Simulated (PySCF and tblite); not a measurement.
The numbers below are computed, except where a source is named.
## Dynamics report: rotation

System: 2-tert-butyloxirane, C6H12O, numbered as in [CH3:1][C:2]([CH3:3])([CH3:4])[C@H:5]1[CH2:6][O:7]1.

Motion: rotation about the C2–C5 bond (torsion C1–C2–C5–C6 from -32° to -148°, falling). The path came from a restrained scan, a climbing-image band and a saddle search at GFN2-xTB; energies are PBE0/pcSseg-1 + D3(BJ)//GFN2-xTB, thermal terms GFN2-xTB. Rates follow Eyring's equation with the number of equivalent paths and no tunnelling. (PySCF 2.14 with density fitting, tblite 0.8.)

| point | symmetry | E(GFN2) kcal/mol | E(DFT) kcal/mol | ZPE change kcal/mol | lowest mode cm⁻¹ | dipole D |
| --- | --- | --- | --- | --- | --- | --- |
| start | C1 | 0.0 | 0.0 | 0.00 | 64 | 1.78 |
| saddle | C1 | 2.2 | 3.6 | 0.00 | 77i | 1.78 |
| end | C1 | 0.0 | 0.0 | 0.00 | 64 | 1.78 |

```json
{"Electronic barrier": "3.6 kcal/mol", "Barrier with zero-point energy": "3.6 kcal/mol", "ΔH‡ (298 K)": "3.0 kcal/mol", "ΔS‡ (298 K, symmetry apart)": "-3.9 cal/(mol K)", "Paths": "2 equivalent paths", "End point": "the same structure with atoms interchanged, or its mirror image", "Mean lifetime of the start against this motion at 298 K": "98 ps", "Cost": "44 s on 1 thread of Arm Neoverse V2, on a host shared with other jobs (rough), peak memory 0.96 GiB, launched as `OMP_NUM_THREADS=1 python ens_run.py task.json out`"}
```

```csv
T/K,ΔG‡ kcal/mol,k s⁻¹
150,3.8,1.7×10⁷
200,3.9,4.2×10⁸
250,4.1,2.9×10⁹
298,4.2,1×10¹⁰
350,4.4,2.7×10¹⁰
400,4.5,5.5×10¹⁰
500,4.9,1.5×10¹¹
```

ΔG and ΔG‡ leave out symmetry numbers and mirror images; rates count paths: 2 out.
